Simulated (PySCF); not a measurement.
Electronic structure of N²⁺ (nitrogen, charge +2) at the revPBE level

Configuration: [He] 2s2 3s1, 2S determinant (an excited configuration). Calculation: PySCF 2.14, in x2c-TZVPPall with one added diffuse shell each of s, p, d type (6s4p3d1f, 40 functions); the spin-free X2C one-electron Hamiltonian (Gaussian nucleus).

| Quantity | Value |
| --- | --- |
| Total energy | -51.9661 hartree |
| One-electron energy | -62.6723 hartree |
| Hartree (Coulomb) energy | 16.1571 hartree |
| Exchange-correlation energy | -5.4509 hartree |
| ⟨S²⟩ | 0.7500 |
| ⟨L²⟩ | 0.000 |
| Sum of ⟨r⟩ | 5.790 bohr |
| Sum of ⟨r²⟩ | 13.98 bohr² |
| Langevin diamagnetic susceptibility | -11.1 ×10⁻⁶ cm³/mol |

| shell | electrons | mean orbital energy (eV) | rms radius, mean of both spins (bohr) |
| --- | --- | --- | --- |
| 1s α | 1 | -440.07 | 0.266 |
| 1s β | 1 | -439.92 | 0.266 |
| 2s α | 1 | -58.498 | 1.21 |
| 2s β | 1 | -58.188 | 1.21 |
| 3s α | 1 | -17.468 | 3.30 |

The outer electron is Rydberg-like, and this basis confines it to a smaller radius and binds it less than a complete one would.
